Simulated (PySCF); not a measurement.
## Electronic structure of In²⁺ (indium, charge +2) at the PBE level

Configuration: [Kr] 4d10 5p1, 2P determinant (an excited configuration). Computed with PySCF 2.14 in aug-cc-pwCVDZ-PP with ECP28MDF, with a scalar-relativistic core potential.

```json
{
 "Total energy": "-188.9330 hartree",
 "One-electron energy": "-319.9282 hartree",
 "Hartree (Coulomb) energy": "147.1845 hartree",
 "Exchange-correlation energy": "-16.1894 hartree",
 "⟨S²⟩": "0.7508",
 "⟨L²⟩": "2.004",
 "Sum of ⟨r⟩": "21.89 bohr",
 "Sum of ⟨r²⟩": "32.58 bohr²",
 "Traceless quadrupole moment −½Σ⟨3z² − r²⟩ along its main axis": "-3.55 e·bohr²"
}
```

```tsv
shell	electrons	mean orbital energy (eV)	spread (eV)	rms radius, mean of both spins (bohr)
4s α	1	-141.20	0	0.907
4s β	1	-141.15	0	0.907
4p α	3	-98.765	0.429	0.991
4p β	3	-98.706	0.532	0.991
4d α	5	-37.752	0.412	1.27
4d β	5	-37.590	0.620	1.27
5p α	1	-17.540	0	3.00
```

Energies and moments cover only the electrons outside the core potential.
